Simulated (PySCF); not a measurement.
## Adding and removing an electron: MoBr

PBE; PySCF, scalar-relativistic core potentials, basis sets Mo def2-TZVPPD with ECP28, Br def2-TZVPPD. Neutral (UKS): sextet (σ ↑, π ↑↑, δ ↑↑), Re = 2.425 Å, ωe = 269 cm⁻¹, De = 3.49 eV, HOMO -4.87 eV, LUMO -3.49 eV.

MoBr⁺ (UKS): quintet (σ ↑, π ↑, δ ↑↑), Re = 2.324 Å, ωe = 312 cm⁻¹, De = 2.95 eV to Mo⁺ (4d5) + Br. The energies at the minima are -2641.97359 hartree for MoBr and -2641.67769 for MoBr⁺.

(1) Work out the adiabatic ionisation energy, without and with harmonic zero-point energies (1 hartree = 27.2114 eV, 1 eV = 8065.5 cm⁻¹), and the change of the bond length.

MoBr⁻ (UKS): septet (σ ↑↑, π ↑↑, δ ↑↑), Re = 2.668 Å, ωe = 160 cm⁻¹, De = 1.14 eV to Mo (4d5 5s1) + Br⁻. The energies at the minima are -2641.97359 hartree for MoBr and -2642.01588 for MoBr⁻.

(2) Work out the adiabatic electron affinity, without and with harmonic zero-point energies (1 hartree = 27.2114 eV, 1 eV = 8065.5 cm⁻¹), and the change of the bond length.

The metal atom is held in its measured ground configuration; semilocal functionals can put another filling of s and d lower by some tenths of an eV, and De to that atom would be smaller. These are scalar-relativistic numbers at best; spin–orbit coupling would shift them, the dissociation energy most. For an ion De counts to the pair picked by the measured ionisation energies or electron affinities, which need not be the lowest pair at this level. The highest Kohn–Sham level is positive in this anion. Much of that is self-interaction error, but it also means that the finite basis helps to hold the extra electron. With d or f electrons several states lie close, and the lowest PBE0 determinant need not be the measured ground state.

Answers

(1) At PBE: 0.29590 hartree = 8.052 eV between the minima; the zero-point term (312.0 − 269.0)/2 cm⁻¹ = +0.003 eV makes it 8.055 eV. Re changes by -10.1 pm against the neutral. The electron leaves a π orbital; in so polar a molecule the change of length follows mostly from the change of the ionic charges.

(2) At PBE: 0.04229 hartree = 1.151 eV between the minima; the zero-point term (269.0 − 160.0)/2 cm⁻¹ = +0.007 eV makes it 1.158 eV. Re changes by +24.3 pm against the neutral. The electron enters a σ orbital, and the ion is left as a loose complex of an ion and an atom.
